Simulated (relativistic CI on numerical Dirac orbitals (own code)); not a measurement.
# Radial parameters of Ca10+

Method of calculation: Dirac-Coulomb-Breit CI, orbitals from a KLI potential per configuration, QED by a radiative potential, unscaled Slater integrals (own radial code, finite nucleus).

Slater integrals F^k, G^k are unscaled and averaged over j, outside the closed core 1s2; ζ comes from projecting the Hamiltonian with its Breit term on Σ l·s of the shell.

- 2s2.2p5.3s: ζ(2p) = 19796, G^1(2p,3s) = 26678 cm⁻¹; <r>(2p) = 0.3133, <r^2>(2p) = 0.1203, <r>(3s) = 0.9334, <r^2>(3s) = 0.989 (bohr units).
- 2s2.2p5.3p: ζ(2p) = 19787, F^2(2p,3p) = 65228, G^0(2p,3p) = 26478, G^2(2p,3p) = 28191, ζ(3p) = 3852 cm⁻¹; <r>(2p) = 0.3137, <r^2>(2p) = 0.1206, <r>(3p) = 0.9378, <r^2>(3p) = 1.011 (bohr units).
- 2s2.2p5.3d: ζ(2p) = 19848, F^2(2p,3d) = 75680, G^1(2p,3d) = 64482, G^3(2p,3d) = 36913, ζ(3d) = 235.55 cm⁻¹; <r>(2p) = 0.3136, <r^2>(2p) = 0.1206, <r>(3d) = 0.8792, <r^2>(3d) = 0.8958 (bohr units).

Averages of the first 10 configurations, taken without configuration mixing, which lowers the lowest level and can move excited configurations by several eV; other configurations of the list can lie among them:

```json
{"Configuration": "2s2.2p6", "Parity": "even", "States": "1", "Average energy above the lowest level (eV)": "0.2"}
{"Configuration": "2s2.2p5.3s", "Parity": "odd", "States": "12", "Average energy above the lowest level (eV)": "348.5"}
{"Configuration": "2s2.2p5.3p", "Parity": "even", "States": "36", "Average energy above the lowest level (eV)": "370.6"}
{"Configuration": "2s2.2p5.3d", "Parity": "odd", "States": "60", "Average energy above the lowest level (eV)": "399.5"}
{"Configuration": "2s.2p6.3s", "Parity": "even", "States": "4", "Average energy above the lowest level (eV)": "438.7"}
{"Configuration": "2s.2p6.3p", "Parity": "odd", "States": "12", "Average energy above the lowest level (eV)": "459.9"}
{"Configuration": "2s2.2p5.4s", "Parity": "odd", "States": "12", "Average energy above the lowest level (eV)": "465.3"}
{"Configuration": "2s2.2p5.4p", "Parity": "even", "States": "36", "Average energy above the lowest level (eV)": "473.8"}
{"Configuration": "2s.2p6.3d", "Parity": "even", "States": "20", "Average energy above the lowest level (eV)": "488.5"}
{"Configuration": "2s2.2p5.4d", "Parity": "odd", "States": "60", "Average energy above the lowest level (eV)": "484.4"}
```
